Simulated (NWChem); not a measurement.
CH₅MgNO; SMILES [NH2][Mg][O]C

```xyz
9

Mg    -0.4988    -0.6073     0.0012
O     -0.4120     1.1650     0.0005
C     -0.3411     2.5333    -0.0001
H     -0.9412     2.9866     0.8156
H      0.6970     2.9024     0.1305
H     -0.7149     2.9741    -0.9471
N     -0.5903    -2.4914     0.0019
H     -0.6347    -3.0947    -0.8138
H     -0.6074    -3.0952     0.8184
```
Atoms are numbered in this order, from 1.

Structure relaxed at the PBE0/def2-SVP level.

Problem. Give the principal values of the shielding tensors (ppm) of Mg1, O2, C3, N7 from LDA (Slater exchange, VWN5)/pcSseg-1, GIAO (NWChem), with their diamagnetic and paramagnetic parts as GIAO splits them.

Solution. 
| atom | σ11 | σ22 | σ33 | isotropic | diamagnetic | paramagnetic |
|---|---|---|---|---|---|---|
| Mg1 | 382.9 | 400.6 | 679.1 | 487.5 | 710.3 | -222.8 |
| O2 | 345.3 | 379.8 | 400.4 | 375.1 | 403.6 | -28.5 |
| C3 | 91.2 | 91.6 | 183.2 | 122.0 | 244.4 | -122.4 |
| N7 | 264.7 | 312.9 | 371.6 | 316.4 | 316.7 | -0.3 |
